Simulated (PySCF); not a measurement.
Compound: C₂H₈O₂Si.
Numbering: `[CH3:1][Si:2]([CH3:3])([OH:4])[OH:5]` (hydrogens: H6, H7, H8 on C1; H9, H10, H11 on C3; H12 on O4; H13 on O5)

All values: wB97X-D/pcSseg-2 (PySCF, non-relativistic), on one gas-phase PBE0-D3(BJ)/def2-TZVP geometry that isn't relaxed in the solvent. The solvent is an IEF-PCM continuum (Bondi radii, 1.10 Å for H, scaled by 1.2). Only the electrostatic response of the medium enters.

Gas phase at wB97X-D/pcSseg-2: HOMO -9.82 eV, LUMO 1.87 eV, dipole 1.78 D.

Question: What does the continuum do to the energy, the frontier levels and the dipole at wB97X-D/pcSseg-2 in chloroform?

Answer: 
```tsv
solvent	ε	E(solvent) − E(gas) (kJ/mol)	polarisation term (kJ/mol)	distortion of the solute (kJ/mol)	HOMO (eV)	LUMO (eV)	dipole (D)
chloroform	4.711	-21.67	-23.27	1.60	-9.76	2.09	2.16
```

Polarisation term: ½ Σ q·V over the induced surface charges. Distortion: the rise of the solute's own energy as its density leaves the gas-phase optimum.

Question: Which radius a makes the point-dipole formula ΔE = −[(ε − 1)/(2ε + 1)]·μ²/a³ give the value in chloroform, with the gas-phase dipole?

Answer: μ = 0.701 au and |ΔE| = 0.00826 Eh give a = 1.46 Å; the farthest nucleus lies 2.62 Å from the centroid of the nuclei, so such a sphere wouldn't even hold the nuclei. The formula assumes a rigid point dipole at the centre of a sphere.

On Arm Neoverse V2, one thread, no GPU, shared host, this took 37 s wall and 1.4 GiB of memory at its peak. This is the whole shielding run at wB97X-D/pcSseg-2 in chloroform, SCF included.

Shape of the structure used: `[CH3:1][Si:2]([CH3:3])([OH:4])[OH:5]`: H–O4–Si2–C1 -60°, H–O5–Si2–C1 -127°.

Note: wB97X-D ran without an empirical dispersion term, which enters the total energy and its gradient alone.
